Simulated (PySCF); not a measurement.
Worked example: entropy of an ideal gas

Cd(OH)(NH2) (CdH₃NO), SMILES [NH2][Cd][OH].

The structure is a stationary point at PBE0-D3(BJ)/def2-TZVP. The def2 effective core potentials stand for the cores of Cd; spin–orbit coupling is left out. Other conformers were not sampled.

PySCF 2.14.0 with PBE0-D3(BJ)/def2-TZVP gives the harmonic wavenumbers 131, 147, 165, 523, 608, 642, 791, 823, 1562, 3521, 3614, 3891 cm⁻¹ and the rotational temperatures 9.9346, 0.1784, 0.1781 K. The molar mass is 145.44 g/mol, the symmetry number 1, the spin multiplicity 1.

Question: Work out the entropy at 298.15 K and 1 atm in the rigid-rotor, harmonic-oscillator model.

Answer: 
Translation (Sackur–Tetrode at 1 atm): S = R[1.5 ln M + 2.5 ln T − 1.16487] = 170.9 J/(mol K).
Rotation: q = (√π/σ) T^1.5/√(θA θB θC) = 16200, S = R[ln q + 3/2] = 93.1 J/(mol K).
Vibration: with u = 1.4388 ν/T, each mode gives R[u/(e^u − 1) − ln(1 − e^−u)]:
```tsv
ν (cm⁻¹)	modes	u	S (J/(mol K))
131	1	0.63	12.26
147	1	0.71	11.34
165	1	0.80	10.43
523	1	2.52	2.52
608	1	2.93	1.82
642	1	3.10	1.60
791	1	3.82	0.90
823	1	3.97	0.79
1562	1	7.54	0.04
```
The stiffer modes add less than 0.005 each. Sum 41.7 J/(mol K).
Spin: R ln 1 = 0.0 J/(mol K).
Total 305.6 J/(mol K); the program's own thermochemistry gives 305.6. Translation makes up 56 % and vibration 14 %. Anharmonicity, hindered rotation and orbital degeneracy are left out.
